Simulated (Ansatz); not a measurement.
`CB(O)S` + `N=CCl` → `C/N=C/Cl` + `OBS`  (substitution at a C–B bond)

Isolated molecules relaxed with PBE0-D4/def2-TZVP in Ansatz; ΔE leaves out vibrations. CCSD(T)/CBS is the MP2 limit (def2-TZVPP, def2-QZVPP) plus CCSD(T) − MP2 in def2-TZVPP, frozen cores. This one scheme is used for every species. Functionals use def2-TZVPP. One conformer a species, not always the lowest.

```json
{"level": "CAM-B3LYP", "ΔE (kJ/mol)": "61.5"}
{"level": "LC-ωPBE", "ΔE (kJ/mol)": "66.5"}
{"level": "CCSD(T)/def2-SVP", "ΔE (kJ/mol)": "59.4"}
{"level": "SCS-MP2/def2-QZVPP", "ΔE (kJ/mol)": "63.1"}
```

(1) What does CCSD(T)/CBS give? (Estimate.)

(2) What do rigid-rotor, harmonic-oscillator terms from PBE0-D4/def2-TZVP frequencies (298.15 K, 1 bar) make of the CCSD(T)/CBS value? (Estimate.)

Largest T1 diagnostic among the species: 0.013.

## Answers

(1) Ansatz gave: +66.8 kJ/mol. The listed levels differ from it by -5.3, -0.3, -7.4, -3.7 kJ/mol.

(2) Ansatz gave: ΔZPE = -1.0 kJ/mol, ΔH = +65.1 kJ/mol, ΔS = -12 J/(mol·K), ΔG = +68.7 kJ/mol.

In def2-TZVPP, CCSD(T) changes the Hartree–Fock value by +5.2 kJ/mol (the triples alone add −0.3 kJ/mol) and MP2 by +6.2 kJ/mol. At CCSD(T), def2-SVP lies −7.4 kJ/mol from the extrapolated value and def2-TZVPP −1.7 kJ/mol.
